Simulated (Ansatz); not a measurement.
Geometry optimisation, RKS LDA/def2-SVP (Ansatz).

The input (input.yaml):

```yaml
crystal:
  periodic: [false, false, false]
  atoms:
    - { symbol: Al, position_ang: [-0.883671, 0.54805, -0.731271] }
    - { symbol: C, position_ang: [0.266111, -0.980186, -0.310283] }
    - { symbol: C, position_ang: [0.249318, -1.478476, -1.757338] }
    - { symbol: H, position_ang: [-2.469487, 0.365916, -0.585078] }
    - { symbol: H, position_ang: [-0.264111, 1.78469, -1.542286] }
    - { symbol: H, position_ang: [0.263473, 0.600658, 1.466467] }
    - { symbol: C, position_ang: [0.267652, 1.412358, 2.202281] }
    - { symbol: H, position_ang: [-0.225538, -1.693501, 0.384966] }
    - { symbol: H, position_ang: [1.292583, -0.781478, 0.049728] }
    - { symbol: H, position_ang: [0.31998, -2.58725, -1.857655] }
    - { symbol: H, position_ang: [-0.699938, -1.223614, -2.319636] }
    - { symbol: H, position_ang: [1.069574, -1.032776, -2.361115] }
    - { symbol: H, position_ang: [1.276648, 1.876029, 2.219703] }
    - { symbol: H, position_ang: [-0.483886, 2.19097, 1.940916] }
    - { symbol: H, position_ang: [0.021192, 0.998612, 3.200803] }
basis:
  gaussian: { orbitals: def2-SVP }
hamiltonian:
  xc: lda
relax:
  f_tol: 0.03
  max_steps: 50
```

Launched with:

```bash
$ ansatz run input.yaml --threads 2 --pin off --max-ram 3072MiB --backend cpu --events-out ev --progress --plain --runs-dir out
```

Question: Where does it end, and by what steps?

Answer: It converged. The force dipped under the threshold on the way, but the program's further checks kept it going. After 17 steps the energy has fallen by 0.262 eV; H5 moved furthest, 0.97 Å.

| step | energy less start (eV) | largest force component (eV/Å) | accepted |
| --- | --- | --- | --- |
| 0 | 0.0000 | 0.585 | yes |
| 1 | -0.0365 | 0.200 | yes |
| 2 | -0.0835 | 0.272 | yes |
| 3 | -0.1416 | 0.285 | yes |
| 4 | -0.1942 | 0.297 | yes |
| 5 | -0.1970 | 0.476 | yes |
| 6 | -0.2287 | 0.386 | yes |
| 7 | -0.2076 | 0.711 | no |
| 8 | -0.2507 | 0.069 | yes |
| 9 | -0.2534 | 0.167 | yes |
| 10 | -0.2567 | 0.058 | yes |
| 11 | -0.2588 | 0.044 | yes |
| 12 | -0.2594 | 0.123 | yes |
| 13 | -0.2604 | 0.068 | yes |
| 14 | -0.2612 | 0.011 | yes |
| 15 | -0.2616 | 0.030 | yes |
| 16 | -0.2617 | 0.044 | yes |
| 17 | -0.2619 | 0.023 | yes |

```xyz
15
Properties=species:S:1:pos:R:3
Al -0.470 0.804 -0.390
C 0.276 -1.011 -0.456
C 0.109 -1.630 -1.838
H -2.065 0.988 -0.251
H 0.397 2.064 -0.885
H 0.726 0.632 1.509
C 0.094 1.368 2.058
H -0.225 -1.645 0.313
H 1.356 -0.988 -0.176
H 0.509 -2.667 -1.901
H -0.961 -1.689 -2.143
H 0.632 -1.044 -2.627
H 0.644 2.324 2.149
H -0.902 1.565 1.588
H -0.121 0.930 3.052
```

Whether the end is a true minimum wasn't checked by a vibrational analysis.

Run time: 45 s on 2 threads of Intel(R) Xeon(R) Platinum 8175M CPU @ 2.50GHz (Skylake/Cascade Lake) (shared host), peak memory 0.16 GiB.
